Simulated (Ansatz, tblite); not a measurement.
Removing and adding an electron: Ga₄Sb₄H₁₄, a cluster cut from wurtzite GaSb (hydrogen-capped). Total charge 0; singlet. Geometry: PBE-D4/def2-SVP. Ansatz, gas phase; energy differences of separate SCF runs; the oxidised species was run as a doublet alone; the reduced species was run as a doublet alone.

Cartesian coordinates in Å:
```
Ga -0.086 -3.025 -0.335
Sb 2.193 -1.491 -0.085
Ga -1.906 0.645 -2.287
Sb -1.850 -1.014 -0.185
Sb 0.546 1.830 -1.844
Ga 2.129 1.171 0.213
Ga -2.084 0.146 2.218
Sb 0.386 1.375 2.236
H 0.025 -3.594 -1.803
H -0.071 -3.887 0.987
H 3.325 -1.745 -1.350
H 3.225 -2.028 1.177
H -1.683 -0.127 -3.645
H -2.918 1.835 -2.062
H -3.351 -1.839 -0.336
H 1.584 1.756 -3.209
H 0.467 3.544 -1.783
H 3.505 1.927 0.353
H -1.963 -0.906 3.388
H -3.085 1.366 2.181
H 1.316 0.999 3.629
H 0.297 3.062 2.542
```

In the def2 sets Sb takes a core potential; there is no spin–orbit coupling. The xTB rows come from tblite. Single mean-field runs in def2-TZVP are fitted with def2-universal-jkfit. HOMO above LUMO, or a gap near zero within one spin, warns that the state may not be the lowest or that an electron is smeared out.

```json
{"level": "PBE0-D4/def2-TZVP", "−HOMO (eV)": "7.04", "vertical IE (eV)": "8.38", "−LUMO (eV)": "1.53", "vertical EA (eV)": "0.45", "HOMO–LUMO gap (eV)": "5.51", "IE − EA (eV)": "7.93", "remarks": "HOMO above zero (-1 doublet)"}
{"level": "ωB97M-V/def2-TZVP", "−HOMO (eV)": "8.93", "vertical IE (eV)": "8.51", "−LUMO (eV)": "-0.10", "vertical EA (eV)": "0.12", "HOMO–LUMO gap (eV)": "9.03", "IE − EA (eV)": "8.38", "remarks": "–"}
```

(1) Estimate the rows for GFN1-xTB, PBE-D4/def2-TZVP.

Answers

(1) 
| level | −HOMO (eV) | vertical IE (eV) | −LUMO (eV) | vertical EA (eV) | HOMO–LUMO gap (eV) | IE − EA (eV) | remarks |
| --- | --- | --- | --- | --- | --- | --- | --- |
| GFN1-xTB | 10.72 | 12.40 | 6.76 | 5.04 | 3.96 | 7.36 | – |
| PBE-D4/def2-TZVP | 6.10 | – | 2.22 | 0.62 | 3.88 | – | HOMO above zero (-1 doublet), gap within one spin near zero (-1 doublet) |

Run but left out: PBE-D4/def2-TZVP (charge +1 doublet: an occupied level 0.11 eV above an empty one).   A HOMO above zero means that the electron is unbound at that level or that self-interaction error raises the level; the energy of removing that electron tells which. Raw xTB energy differences between charge states are shifted by several eV; the methods need an empirical correction for them. Sets without diffuse functions give affinities that are too small.
